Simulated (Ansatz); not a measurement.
H$_{6}$O$_{4}$SiTi (`[OH][Ti]([OH])([OH])[O][SiH3]`), relaxed with RKS PBE0-D4/def2-TZVP in Ansatz from a PBE-D4/def2-SVP geometry. The force threshold is 0.005 eV/Å; the program also tests the step.

Total charge 0; spin multiplicity 1.

Start:

```xyz
12

O     0.721    0.333    2.166
Ti    0.006   -0.595    0.798
O    -1.775   -0.692    1.036
O     0.699   -2.257    0.771
O     0.369    0.247   -0.769
Si    0.200    1.318   -2.036
H     1.427    0.042    2.769
H    -2.308   -0.258    1.725
H     0.215   -3.098    0.847
H     1.019    0.856   -3.212
H     0.671    2.691   -1.633
H    -1.243    1.412   -2.462
```

(1) By how much does the energy fall, and how many steps does the optimiser take? (Estimate.)

(2) Which bonds change most? (Estimate.)

(3) Give the relaxed structure. (An estimate is asked.)

Answers

(1) Computed: 5.81 kJ/mol, in 19 steps, 1 of them rejected.

(2) The calculation gave: O5–Si6 from 1.668 to 1.631 Å; Si6–H12 from 1.508 to 1.487 Å; Si6–H11 from 1.507 to 1.487 Å; Si6–H10 from 1.506 to 1.487 Å.

(3) The calculation gave: 
```xyz
12

O     0.685    0.349    2.190
Ti   -0.097   -0.521    0.828
O    -1.832   -0.786    1.209
O     0.709   -2.109    0.599
O     0.049    0.455   -0.677
Si    0.224    1.311   -2.054
H     1.421    0.102    2.752
H    -2.353   -0.534    1.973
H     0.361   -3.001    0.628
H     1.016    0.530   -3.041
H     0.928    2.590   -1.771
H    -1.111    1.613   -2.636
```
